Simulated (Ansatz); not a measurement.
Reaction (cleavage of the Si–Si bond): `[SiH3][SiH2][SiH2][SiH2][GeH3]` + `[OH][SnH3]` → `[SiH3][O][SnH3]` + `[SiH3][SiH2][SiH2][GeH3]`

Gas-phase electronic energies from Ansatz, PBE0-D4/def2-TZVP geometries. CCSD(T)/CBS adds triple-zeta CCSD(T) − MP2 to the extrapolated MP2 energy (def2 sets, frozen cores). DFT in def2-TZVPP. Elements past krypton have def2 core potentials. For Ge, Sn outer-core shells are correlated without core-valence functions, which leaves a few kJ/mol of doubt a bond. Scalar relativity is left out up to krypton. Each species was taken in one conformer, which may not be the lowest.

`[SiH3][SiH2][SiH2][SiH2][GeH3]`:

Cartesian coordinates in Å:
```
Si 2.161 1.305 -0.788
Si 0.732 -0.234 -1.815
Si -1.475 0.202 -1.173
Si -1.548 0.360 1.158
Ge -0.475 -1.531 2.126
H 3.577 1.081 -1.187
H 1.770 2.690 -1.166
H 2.055 1.172 0.690
H 1.096 -1.610 -1.373
H 0.879 -0.165 -3.296
H -1.936 1.475 -1.794
H -2.375 -0.896 -1.626
H -2.952 0.446 1.648
H -0.828 1.593 1.586
H -1.141 -2.830 1.639
H -0.548 -1.492 3.662
H 1.006 -1.567 1.710
```

`[OH][SnH3]`:

```xyz
6

O     1.291    0.675   -0.364
Sn   -0.434   -0.229   -0.066
H     1.737    0.917    0.450
H    -1.456    0.828    0.806
H    -0.148   -1.664    0.817
H    -0.990   -0.527   -1.643
```

`[SiH3][O][SnH3]`:

```xyz
9

Si   -0.930   -1.130    0.728
O    -0.638    0.324    0.058
Sn    0.896    1.234   -0.759
H    -0.686   -2.236   -0.244
H    -2.348   -1.184    1.168
H    -0.050   -1.373    1.908
H     0.277    2.755   -1.196
H     1.370    0.291   -2.098
H     2.109    1.319    0.435
```

`[SiH3][SiH2][SiH2][GeH3]`:

```xyz
14

Si   -0.214   -1.666    1.657
Si   -1.503    0.006    0.652
Si   -0.100    1.584   -0.348
Ge    1.381    0.500   -1.863
H     0.696   -1.065    2.669
H    -1.072   -2.681    2.327
H     0.612   -2.346    0.623
H    -2.385    0.650    1.666
H    -2.367   -0.606   -0.397
H     0.700    2.272    0.703
H    -0.894    2.613   -1.077
H     2.320   -0.447   -1.097
H     2.240    1.519   -2.631
H     0.587   -0.334   -2.883
```

```csv
level,ΔE (kJ/mol),difference from CCSD(T)/CBS
BLYP-D4,-87.3,8.0
B97M-V,-90.3,5.0
BHLYP-D4,-105.6,-10.3
CAM-B3LYP-D4,-101.9,-6.6
ωB97X-V,-93.4,1.9
r2SCAN0,-93.4,1.9
CCSD/def2-SVP,-98.8,-3.5
SCS-MP2/def2-TZVPP,-108.7,-13.4
MP2/def2-QZVPP,-102.0,-6.7
CCSD/CBS(def2),-100.2,-4.9
CCSD(T)/CBS,-95.3,0
```

Largest T1 diagnostic among the species: 0.014.

From PBE to PBE0 (25 % exact exchange), in def2-TZVPP and without D4, ΔE moves by −8.7 kJ/mol. The D4 term adds +7.7 kJ/mol with B3LYP and +4.7 kJ/mol with PBE0; it sums over pairs of atoms, weighted by their polarisabilities, and B3LYP, whose exchange is more repulsive, gets the larger term.

B3LYP here is the variant with VWN-RPA as its local correlation; programs differ in this.
